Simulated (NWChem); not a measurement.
System: C₄H₆Si; SMILES C#C[SiH2]C=C

```xyz
11

C      0.7175     2.6957     0.1002
C      0.1196     1.6367     0.0477
Si    -0.7687     0.0282    -0.0397
C      0.4115    -1.3558    -0.4654
C      0.5902    -2.4304     0.3112
H      1.2445     3.6324     0.1480
H     -1.4007    -0.2587     1.2823
H     -1.8345     0.1602    -1.0787
H      0.9810    -1.2876    -1.4018
H      0.0553    -2.5556     1.2597
H      1.2806    -3.2366     0.0383
```
Atoms are numbered in this order, from 1.

Level: PBE0/def2-SVP (NWChem), optimised geometry, unscaled harmonic frequencies. 

```tsv
frequency (cm⁻¹)	IR intensity (km/mol)
70	0.2
129	0.4
241	5.9
270	3.2
324	11.2
495	9.6
620	75.2
635	49.9
708	30.0
741	31.9
748	26.9
756	2.8
860	334.1
937	93.1
995	34.2
1012	12.3
1041	9.0
1272	0.5
1419	15.9
1688	8.4
2166	36.5
2231	100.5
2239	82.9
3140	10.5
3164	1.6
3237	5.2
3474	54.9
```

```json
{
  "zero_point_energy": "49.5 kcal/mol",
  "thermal correction to the enthalpy at 298.15 K (with zero-point energy)": "54.3 kcal/mol",
  "heat capacity Cv": "23.6 cal/(mol K)",
  "entropy at 298.15 K and 1 atm (symmetry number 1)": "80.6 cal/(mol K)",
  "dipole_moment": "0.74 D"
}
```

Rigid rotor and harmonic oscillator; modes under 100 cm⁻¹ make the entropy uncertain.
